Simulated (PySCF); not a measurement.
Si(H)(Me)2(SH) (C2H8SSi), SMILES S[SiH](C)C.

Coordinates come from a B3LYP-D3(BJ)/def2-SVP optimisation. One conformer was computed; it need not be the lowest.

Calculation: PBE/def2-TZVP in PySCF.

Symmetry labels are those of the subgroup Cs that the program uses (full group Cs).

Task: List the valence orbital energies around the gap with their symmetry. (An estimate is asked for; the answer gives what the named calculation found.)

Result: 
```csv
orbital,symmetry,energy (eV)
HOMO−7,A',-10.20
HOMO−6,A",-9.75
HOMO−5,A",-9.71
HOMO−4,A',-9.62
HOMO−3,A',-7.87
HOMO−2,A",-7.81
HOMO−1,A',-7.48
HOMO,A",-5.93
LUMO,A',-0.33
LUMO+1,A',0.18
LUMO+2,A',0.26
LUMO+3,A",0.54
```
